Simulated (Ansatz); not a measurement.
C2H7ISi can be A, `CC([SiH3])I`, or B, `CC[SiH2]I`.

Computed with Ansatz on PBE0-D4/def2-TZVP structures; ΔE is electronic, products minus reactants. CCSD(T)/CBS is the MP2 limit (def2-TZVPP, def2-QZVPP) plus CCSD(T) − MP2 in def2-TZVPP, frozen cores. DFT in def2-TZVPP. B3LYP here is the variant with VWN-RPA as its local correlation; programs differ in this. Elements past krypton have def2 core potentials. For I outer-core shells are correlated without core-valence functions, which leaves a few kJ/mol of doubt a bond. Each species was taken in one conformer, which may not be the lowest.

Which isomer does CCSD(T)/CBS put lower? Give the gap. (Estimate.)

Ansatz gave: B, by 29.9 kcal/mol.

Give E(B) − E(A) in kcal/mol with B2PLYP, B3LYP-D4, B3LYP, PBE-D4, MP2/def2-TZVPP, r2SCAN-D4, CCSD/def2-TZVPP. (An estimate is asked.)

Computed: B2PLYP -30.8, B3LYP-D4 -30.2, B3LYP -31.4, PBE-D4 -30.3, MP2/def2-TZVPP -30.1, r2SCAN-D4 -31.7, CCSD/def2-TZVPP -30.3. None reverses the order clearly.

Largest T1 diagnostic: 0.009.

The D4 term adds +1.2 kcal/mol with B3LYP and +0.6 kcal/mol with PBE0; it sums over pairs of atoms, weighted by their polarisabilities, and B3LYP, whose exchange is more repulsive, gets the larger term. In def2-TZVPP, CCSD(T) changes the Hartree–Fock value by +4.7 kcal/mol (the triples alone add +0.9 kcal/mol) and MP2 by +4.0 kcal/mol.
